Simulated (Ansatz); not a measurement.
Consider the redistribution: `[F][SnH]([Cl])[GeH3]` + `N[SiH2]S` → `N[SiH2][GeH3]` + `[F][SnH]([SH])[Cl]`.

Gas-phase electronic energies from Ansatz, PBE0-D4/def2-TZVP geometries. CCSD(T)/CBS adds triple-zeta CCSD(T) − MP2 to the extrapolated MP2 energy (def2 sets, frozen cores). Functionals use def2-TZVPP. HSE06 is defined as in plane-wave codes. Elements past krypton have def2 core potentials. For Ge, Sn outer-core shells are correlated without core-valence functions, which leaves a few kJ/mol of doubt a bond. Scalar relativity is left out up to krypton. One conformer a species, not always the lowest.

| level | ΔE (kJ/mol) |
| --- | --- |
| PBE-D4 | 40.6 |
| HSE06-D4 | 42.0 |
| PBE | 41.2 |
| r2SCANh | 43.3 |
| BHLYP | 46.4 |
| MP2/def2-SVP | 37.8 |
| HF/def2-QZVPP | 45.7 |
| CCSD/CBS(def2) | 44.3 |

What does CCSD(T)/CBS give? (Estimate.)

Ansatz gave: +42.8 kJ/mol. The listed levels differ from it by -2.2, -0.8, -1.6, 0.5, 3.6, -5.0, 2.9, 1.5 kJ/mol.

What do rigid-rotor, harmonic-oscillator terms from PBE0-D4/def2-TZVP frequencies (298.15 K, 1 bar) make of the CCSD(T)/CBS value? (An estimate is asked.)

Ansatz gave: ΔZPE = -1.4 kJ/mol, ΔH = +41.0 kJ/mol, ΔS = -5 J/(mol·K), ΔG = +42.6 kJ/mol.

Largest T1 diagnostic among the species: 0.013.

At CCSD(T), def2-SVP lies −5.7 kJ/mol from the extrapolated value and def2-TZVPP −3.0 kJ/mol. Leaving LDA and LC-ωPBE aside and taking each functional with its dispersion term where it has one, the values, not all of them listed here, spread over 10.5 kJ/mol, from B97M-V to BHLYP-D4.
